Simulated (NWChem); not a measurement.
## Basis-set convergence for H2INSi

```xyz
5

Si     1.1764     1.3073     0.0000
I     -0.7504    -0.3658     0.0000
N      2.4875     0.1958     0.0000
H      2.4394    -0.8216     0.0000
H      3.4482     0.5359     0.0000
```
Charge 0, spin multiplicity 1.

All runs are NWChem calculations. All single points use one geometry, from B3LYP/def2-SVP with def2 effective core potentials on I, a minimum by its harmonic frequencies. It is one conformer; others weren't searched.

Quantity: dipole moment at the level PBE.

Effective core potentials replace the inner electrons of I; spin-orbit coupling is left out. The structure started from a generated list of species.

The cost column gives rough processor time relative to def2-SVP; each entry includes its own SCF.

**Question.** In def2-TZVPD the value is 2.91 D. Among def2-SVP, def2-SVPD, def2-TZVP, def2-TZVPP, which is the smallest basis within 0.03 D of it?

**Answer.** No smaller set comes that close. def2-TZVPD isn't the basis-set limit itself, and a small set can land close by cancellation.

```json
[
 {"basis": "def2-SVP", "functions": "68", "dipole moment (D)": "3.31", "relative cost": "1"},
 {"basis": "def2-SVPD", "functions": "95", "dipole moment (D)": "2.99", "relative cost": "under 3"},
 {"basis": "def2-TZVP", "functions": "130", "dipole moment (D)": "3.04", "relative cost": "4"},
 {"basis": "def2-TZVPP", "functions": "151", "dipole moment (D)": "3.02", "relative cost": "5"},
 {"basis": "def2-TZVPD", "functions": "157", "dipole moment (D)": "2.91", "relative cost": "9"}
]
```
